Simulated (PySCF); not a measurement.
Isomers of C4H2F3NO, one GFN2-xTB conformer each. Single-point energies are computed at PBE0/pcSseg-1 (PySCF, gas phase, no added dispersion term), electronic only.

Problem. Rank them by PBE0/pcSseg-1 energy, lowest first (kcal/mol).
A. `[N:1]#[C:2][C@@:3]1([F:4])[O:5][C@H:6]1[CH:7]([F:8])[F:9]` with O5–C6–C7–F8 139°
B. `[N:1]#[C:2]/[CH:3]=[C:4](\[F:5])[O:6][CH:7]([F:8])[F:9]` with C3–C4–O6–C7 -173°, C4–O6–C7–F8 -160°

Solution. B (0.0), A (19.7).

As drawn, the lower has a C=C bond outside aromatic rings, which the higher lacks; the higher has a three-membered ring, which the lower lacks. GFN2-xTB itself gives, in the same order: 0.0, 14.5. Both levels put the same isomer lowest.

Problem. Which frontier levels, dipoles and rotational constants go with these structures?

Solution. 
```csv
SMILES,"HOMO (eV, PBE0/pcSseg-1)",LUMO (eV),dipole (D),"A, B, C (MHz)"
N#C/C=C(\F)OC(F)F,-8.17,-1.49,3.20,"5354, 736.7, 700.2"
N#C[C@@]1(F)O[C@H]1C(F)F,-9.86,-0.81,1.92,"2535, 1215, 980.3"
```
